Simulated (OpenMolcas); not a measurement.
Cr3+ (d3) in a complex was computed by CASSCF with the d shell active (OpenMolcas, ANO-RCC-VTZP on the metal). Its lowest spin-free states, and all those of the highest spin:

```
2S+1  Degeneracy  E (cm-1)
   4           3       0.0
   4           3      4776
   4           1     10353
   2           2     13350
   2           3     16632
   2           3     17247
   4           3     18832
   2           1     19344
   2           3     21533
   2           3     23592
   2           3     23753
   2           2     24776
```

Problem. Is the site octahedral, tetrahedral or cube-like, axial, or of lower symmetry?

Solution. The states with 2S+1 = 4 have orbital degeneracies 3, 3, 1, 3. Threefold states need a cubic site. For d3 at this spin an octahedron puts the single A2 below the threefold T2 and a tetrahedron or cube puts the threefold T1 below the threefold T2, so the site is a tetrahedron or a cube, which this pattern cannot tell apart. The run had Cr3+ with 4 ligands (chloride) in tetrahedral coordination (Td) at 2.25 Å. A charge of +0.25 e stands 3.2 Å behind each ligand. Ligand basis ANO-RCC-VDZP.

An orbital triplet at a regular site is open to Jahn-Teller coupling, which can distort the site and quench the lowest spin-orbit gaps and is left out. Without dynamic correlation the repulsion within the d shell is too large (B by tens of per cent), so at a given field states of lower spin stand too high. Ligand-to-metal charge-transfer states are missing. With no ligand orbital active B as a rule stays too high, so bands that hang on it stand too high and its fall with covalency is understated. With metal d orbitals alone and no dynamic correlation the field as a rule comes out too small, by tens of per cent, by up to half for chloride and softer ligands. No measured value stands beside these numbers; the geometry was imposed, not optimised, and the real ion may take another.
